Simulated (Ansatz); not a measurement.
`OC[SiH2][AsH2]` + H₂O → `O[SiH2][AsH2]` + CH₃OH  (formal hydrolysis of the Si–C bond)

Gas-phase electronic energies from Ansatz, PBE0-D4/def2-TZVP geometries. CCSD(T)/CBS adds triple-zeta CCSD(T) − MP2 to the extrapolated MP2 energy (def2 sets, frozen cores). This one scheme is used for every species. DFT in def2-TZVPP. B3LYP here is the variant with VWN-RPA as its local correlation; programs differ in this. HSE06 is defined as in plane-wave codes. For As outer-core shells are correlated without core-valence functions, which leaves a few kJ/mol of doubt a bond. Scalar relativity is left out up to krypton. Each species was taken in one conformer, which may not be the lowest.

Task: Is it downhill or uphill in electronic energy at CCSD(T)/CBS, and by how much? (An estimate is asked.)

Result: The calculation gave: Downhill: ΔE = -22.7 kcal/mol.

Task: What do these levels give: revPBE-D4, r2SCAN-D4, B97M-V, HSE06-D4, B3LYP, CCSD(T)/def2-SVP? (An estimate is asked.)

Result: Ansatz gave: revPBE-D4 -20.3, r2SCAN-D4 -23.5, B97M-V -24.8, HSE06-D4 -21.6, B3LYP -25.3, CCSD(T)/def2-SVP -21.6 kcal/mol.

Largest T1 diagnostic among the species: 0.011.

Leaving LDA and LC-ωPBE aside and taking each functional with its dispersion term where it has one, the values, not all of them listed here, spread over 4.8 kcal/mol, from BHLYP-D4 to revPBE-D4. LDA lies +1.0 kcal/mol from PBE without D4. From PBE to PBE0 (25 % exact exchange), in def2-TZVPP and without D4, ΔE moves by −0.8 kcal/mol.
